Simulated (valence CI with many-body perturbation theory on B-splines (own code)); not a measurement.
Energy levels of Ag XLIII

Calculated by valence CI with perturbative core correlation (CI+MBPT): three valence electrons over a frozen Dirac-Fock core [He], radial functions for each j: 11 s, 11 p, 9 d, 7 f, 5 g, 2 h, 1 i, with the one-electron correlation potential Σ1, the two-electron term Σ2, the three-electron term Σ3, Breit, model QED; selected CI, second order for the rest (own B-spline code, finite nucleus).

The last digits are not significant, and no measured levels were compared; by estimate large intervals hold to a few tenths of a per cent, small ones and those within an open d or f shell to about a per cent.

Levels 1 to 45 of 99, with energies above the lowest level, (2s^2 2p1/2) J=1/2. "Leading %" is the weight of the configuration and term that name the level; weights of strongly mixed levels are sums over their largest components and can fall short. In the jj column 3d3/2^4 stands for four electrons in 3d with j = 3/2. Lifetimes count E1, E2, E3, M1 and M2 decay at the calculated energies, and are blank where another channel may lead or the interval is too uncertain; long ones can be off by a factor of two.

| No. | Configuration | Term | J | E (eV) | Leading % | Second component | Lifetime | Leading jj |
| --- | --- | --- | --- | --- | --- | --- | --- | --- |
| 1 | 2s²2p | ²P° | 1/2 | 0.0 | 99 |  |  | 2s^2 2p1/2 (99 %) |
| 2 | 2s2p² | ⁴P | 1/2 | 132.2 | 65 | 24 % 2s2p² ²S | 181 ps | 2s 2p1/2^2 (95 %) |
| 3 | 2s²2p | ²P° | 3/2 | 195.1 | 98 |  | 16.9 ns | 2s^2 2p3/2 (98 %) |
| 4 | 2s2p² | ⁴P | 3/2 | 288.3 | 94 | 4 % 2s2p² ²D | 997 ps | 2s 2p1/2 2p3/2 (99 %) |
| 5 | 2s2p² | ²D | 5/2 | 315.3 | 51 | 49 % 2s2p² ⁴P | 356 ps | 2s 2p1/2 2p3/2 (97 %) |
| 6 | 2s2p² | ²D | 3/2 | 358.4 | 70 | 29 % 2s2p² ²P | 4.03 ps | 2s 2p1/2 2p3/2 (99 %) |
| 7 | 2s2p² | ²P | 1/2 | 361.2 | 73 | 23 % 2s2p² ⁴P | 2.83 ps | 2s 2p1/2 2p3/2 (94 %) |
| 8 | 2s2p² | ⁴P | 5/2 | 501.9 | 51 | 49 % 2s2p² ²D | 18.2 ps | 2s 2p3/2^2 (97 %) |
| 9 | 2p³ | ²P° | 3/2 | 503.5 | 43 | 31 % 2p³ ⁴S° | 4.21 ps | 2p1/2^2 2p3/2 (98 %) |
| 10 | 2s2p² | ²S | 1/2 | 564.3 | 71 | 17 % 2s2p² ²P | 3.42 ps | 2s 2p3/2^2 (98 %) |
| 11 | 2s2p² | ²P | 3/2 | 565.5 | 69 | 26 % 2s2p² ²D | 2.07 ps | 2s 2p3/2^2 (98 %) |
| 12 | 2p³ | ⁴S° | 3/2 | 672.9 | 52 | 46 % 2p³ ²D° | 2.42 ps | 2p1/2 2p3/2^2 (99 %) |
| 13 | 2p³ | ²D° | 5/2 | 690.3 | 100 |  | 2.93 ps | 2p1/2 2p3/2^2 (100 %) |
| 14 | 2p³ | ²P° | 1/2 | 723.2 | 99 |  | 2.00 ps | 2p1/2 2p3/2^2 (99 %) |
| 15 | 2p³ | ²P° | 3/2 | 897.1 | 55 | 28 % 2p³ ²D° | 1.65 ps | 2p3/2^3 (99 %) |
| 16 | 2s²3s | ²S | 1/2 | 3801.5 | 97 |  | 27.5 fs | 2s^2 3s (97 %) |
| 17 | 2s²3p | ²P° | 1/2 | 3848.5 | 95 |  | 599 fs | 2s^2 3p1/2 (95 %) |
| 18 | 2s2p3s | ⁴P° | 1/2 | 3893.4 | 88 | 9 % 2s2p3s ²P° | 30.0 fs | 2s 2p1/2 3s (98 %) |
| 19 | 2s²3p | ²P° | 3/2 | 3898.8 | 56 | 26 % 2s2p3s ⁴P° | 65.4 fs | 2s^2 3p3/2 (56 %) |
| 20 | 2s2p3s | ⁴P° | 3/2 | 3916.9 | 42 | 40 % 2s²3p ²P° | 39.2 fs | 2s 2p1/2 3s (55 %) |
| 21 | 2s2p3s | ²P° | 1/2 | 3925.3 | 93 | 5 % 2s2p3s ⁴P° | 40.4 fs | 2s 2p1/2 3s (97 %) |
| 22 | 2s2p3p | ⁴D | 1/2 | 3933.3 | 73 | 20 % 2s2p3p ²P | 39.0 fs | 2s 2p1/2 3p1/2 (99 %) |
| 23 | 2s²3d | ²D | 3/2 | 3941.6 | 75 | 10 % 2s2p3p ⁴D | 3.43 fs | 2s^2 3d3/2 (75 %) |
| 24 | 2s2p3p | ⁴D | 3/2 | 3951.8 | 38 | 22 % 2s²3d ²D | 57.3 fs | 2s 2p1/2 3p1/2 (74 %) |
| 25 | 2s²3d | ²D | 5/2 | 3960.4 | 97 |  | 4.12 fs | 2s^2 3d5/2 (97 %) |
| 26 | 2s2p3p | ⁴P | 1/2 | 3971.7 | 54 | 27 % 2s2p3p ²S | 30.8 fs | 2s 2p1/2 3p1/2 (97 %) |
| 27 | 2s2p3p | ⁴P | 3/2 | 3998.3 | 30 | 26 % 2s2p3p ⁴D | 32.0 fs | 2s 2p1/2 3p3/2 (99 %) |
| 28 | 2s2p3p | ²P | 1/2 | 4011.7 | 42 | 16 % 2s2p3p ⁴P | 10.5 fs | 2s 2p1/2 3p3/2 (88 %) |
| 29 | 2s2p3p | ⁴D | 5/2 | 4015.3 | 54 | 28 % 2s2p3p ²D | 256 fs | 2s 2p1/2 3p3/2 (96 %) |
| 30 | 2s2p3p | ²D | 3/2 | 4018.6 | 48 | 19 % 2s2p3p ⁴S | 13.9 fs | 2s 2p1/2 3p3/2 (97 %) |
| 31 | 2s2p3d | ⁴F° | 3/2 | 4026.1 | 75 | 14 % 2s2p3d ²D° | 18.1 fs | 2s 2p1/2 3d3/2 (99 %) |
| 32 | 2s2p3d | ⁴F° | 5/2 | 4041.4 | 64 | 13 % 2s2p3d ²F° | 14.3 fs | 2s 2p1/2 3d3/2 (77 %) |
| 33 | 2s2p3d | ⁴P° | 5/2 | 4051.8 | 42 | 21 % 2s2p3d ⁴D° | 4.39 fs | 2s 2p1/2 3d5/2 (84 %) |
| 34 | 2s2p3d | ⁴D° | 1/2 | 4053.8 | 60 | 28 % 2s2p3d ²P° | 2.56 fs | 2s 2p1/2 3d3/2 (92 %) |
| 35 | 2s2p3d | ⁴D° | 3/2 | 4054.8 | 38 | 24 % 2s2p3d ⁴P° | 3.31 fs | 2s 2p1/2 3d3/2 (86 %) |
| 36 | 2s2p3d | ⁴F° | 7/2 | 4065.8 | 46 | 28 % 2s2p3d ²F° | 4.79 fs | 2s 2p1/2 3d5/2 (97 %) |
| 37 | 2p²3s | ⁴P | 1/2 | 4071.7 | 49 | 22 % 2p²3s ²S | 31.9 fs | 2p1/2^2 3s (88 %) |
| 38 | 2s2p3d | ²D° | 3/2 | 4075.9 | 47 | 39 % 2s2p3d ²P° | 4.64 fs | 2s 2p1/2 3d5/2 (84 %) |
| 39 | 2s2p3d | ²F° | 5/2 | 4075.9 | 60 | 13 % 2s2p3d ²D° | 4.66 fs | 2s 2p1/2 3d5/2 (88 %) |
| 40 | 2s2p3s | ⁴P° | 5/2 | 4088.9 | 94 |  | 51.0 fs | 2s 2p3/2 3s (94 %) |
| 41 | 2s2p3s | ²P° | 3/2 | 4103.7 | 80 | 19 % 2s2p3s ⁴P° | 24.2 fs | 2s 2p3/2 3s (99 %) |
| 42 | 2p²3p | ⁴D° | 1/2 | 4105.1 | 40 | 37 % 2p²3p ²P° | 31.2 fs | 2p1/2^2 3p1/2 (92 %) |
| 43 | 2s2p3p | ⁴P | 3/2 | 4139.7 | 48 | 22 % 2s2p3p ⁴S | 41.5 fs | 2s 2p3/2 3p1/2 (99 %) |
| 44 | 2s2p3p | ²D | 5/2 | 4142.4 | 42 | 32 % 2s2p3p ⁴D | 18.3 fs | 2s 2p3/2 3p1/2 (98 %) |
| 45 | 2s2p3s | ²P° | 1/2 | 4148.3 | 92 | 6 % 2s2p3s ⁴P° | 19.6 fs | 2s 2p3/2 3s (96 %) |

The ionisation energy to 2s² ¹S0 of the next ion comes out as 6787 eV (NIST: 6785 ± 5 eV (semi-empirical)). All 99 levels together are meant to be complete up to 4409.0 eV.
